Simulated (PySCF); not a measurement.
Bi(OH)5 at several levels of theory

Computed with PySCF 2.14.0 (density fitting, no spin-orbit coupling) at the geometry relaxed with B3LYP:

```xyz
11
Bi(OH)5 (singlet)
Bi   -0.0184    0.0106    0.0402
O    -0.2568   -0.0561    2.1273
H     0.5892   -0.3633    2.4947
O     2.1070   -0.1341    0.2626
H     2.4457    0.5863    0.8188
O     0.2008    1.8008   -1.0096
H     1.1490    1.8382   -1.2276
O    -2.0973    0.1207   -0.1019
H    -2.4179   -0.0752    0.7962
O     0.1382   -1.7624   -1.0348
H     1.0934   -1.9540   -1.0490
```

```json
{"level": "B3LYP", "basis": "Bi def2-SVP with ECP60, O def2-SVP, H def2-SVP", "state": "singlet", "HOMO (eV)": "-8.47", "gap (eV)": "4.38", "charge on Bi1 (e)": "1.32", "dipole about the centre of mass (D)": "3.83", "largest force component (eV/Å)": "0.03"}
{"level": "CAM-B3LYP", "basis": "the same", "state": "singlet", "HOMO (eV)": "-10.09", "gap (eV)": "7.19", "charge on Bi1 (e)": "1.33", "dipole about the centre of mass (D)": "3.95", "largest force component (eV/Å)": "0.53"}
{"level": "r2SCAN", "basis": "the same", "state": "singlet", "HOMO (eV)": "-7.49", "gap (eV)": "2.92", "charge on Bi1 (e)": "1.34", "dipole about the centre of mass (D)": "3.85", "largest force component (eV/Å)": "0.09"}
{"level": "TPSSh", "basis": "the same", "state": "singlet", "HOMO (eV)": "-7.88", "gap (eV)": "3.66", "charge on Bi1 (e)": "1.31", "dipole about the centre of mass (D)": "3.78", "largest force component (eV/Å)": "0.22"}
{"level": "B3LYP", "basis": "Bi def2-TZVP with ECP60, O def2-TZVP, H def2-TZVP", "state": "singlet", "HOMO (eV)": "-8.91", "gap (eV)": "4.43", "charge on Bi1 (e)": "1.57", "dipole about the centre of mass (D)": "3.72", "largest force component (eV/Å)": "0.54"}
{"level": "B3LYP", "basis": "Bi x2c-SVPall, O x2c-SVPall, H x2c-SVPall", "state": "singlet", "HOMO (eV)": "-8.45", "gap (eV)": "4.37", "charge on Bi1 (e)": "1.43", "dipole about the centre of mass (D)": "3.79", "largest force component (eV/Å)": "0.39"}
```

Charges are Mulliken's, which hang on the basis. The relaxation used the grid (50, 194), these runs (75, 302) or, all-electron (x2c bases, spin-free X2C Hamiltonian), (99, 590).

**Question.** What does TPSS with Bi def2-SVP with ECP60, O def2-SVP, H def2-SVP give here?

**Answer.** state singlet, HOMO (eV) -7.13, gap (eV) 2.68, charge on Bi1 (e) 1.23, dipole about the centre of mass (D) 3.70, largest force component (eV/Å) 0.46. Time: 8.4 s on 2 threads of AMD EPYC 9R45 96-Core Processor (Zen 5), on a shared host, from an already converged density.

In the first row's basis the gap widens with exact exchange: 2.7 to 2.9 eV for TPSS, r2SCAN (none); 3.7 to 4.4 eV for TPSSh, B3LYP (a fixed share); 7.2 eV for CAM-B3LYP (rising or full at long range).
